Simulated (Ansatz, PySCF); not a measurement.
Molecule: CBr₃, charge 0, multiplicity 2. It need not be the lowest isomer of its formula. 
Coordinates optimised at B3LYP-D3(BJ)/def2-TZVP (Ansatz, a first-principles code):
SMILES: Br[C](Br)Br
```xyz
4

C      0.2839    -0.0644    -0.0203
Br     0.3475     1.7598    -0.4795
Br    -0.0002    -0.4914     1.7906
Br    -0.3960    -1.2574    -1.3076
```
Charge 0, spin multiplicity 2.

Quantity: vertical ionisation energy (to the singlet state of charge +1; each state is the SCF solution reached for its spin; the molecule has degenerate orbitals, so one determinant may break the symmetry), in eV. Valence correlation only, unless marked. Open shells are spin-unrestricted. No spin-orbit coupling. The frozen core is the preceding noble-gas configuration, with the filled d and f shells of earlier blocks. No relativistic terms. Basis-set limits of correlation are two-point, X^-3; Hartree-Fock from the larger set. The bracket is a focal-point correction in the basis named.

```tsv
level	program	vertical ionisation energy (eV)	minus last row
SVWN5/def2-TZVPD	Ansatz	8.10	-0.27
r2SCAN/def2-TZVPD	Ansatz	8.31	-0.06
B3LYP/def2-TZVPD	Ansatz	8.31	-0.06
MP2/aug-cc-pVDZ	Ansatz	8.11	-0.26
MP2/aug-cc-pVTZ	Ansatz	8.17	-0.20
CCSD/aug-cc-pVDZ	Ansatz	8.32	-0.05
RI-MP2/CBS(aug-cc-pVTZ,aug-cc-pVQZ)+[CCSD(T)-MP2]/aug-cc-pVTZ	Ansatz	8.37	0.00
```

For comparison, minus the highest occupied orbital energy (PySCF): 7.56 eV at M06-2X/def2-TZVPD, 5.90 eV at TPSSh/def2-TZVPD, 9.90 eV at HF/def2-TZVPD.
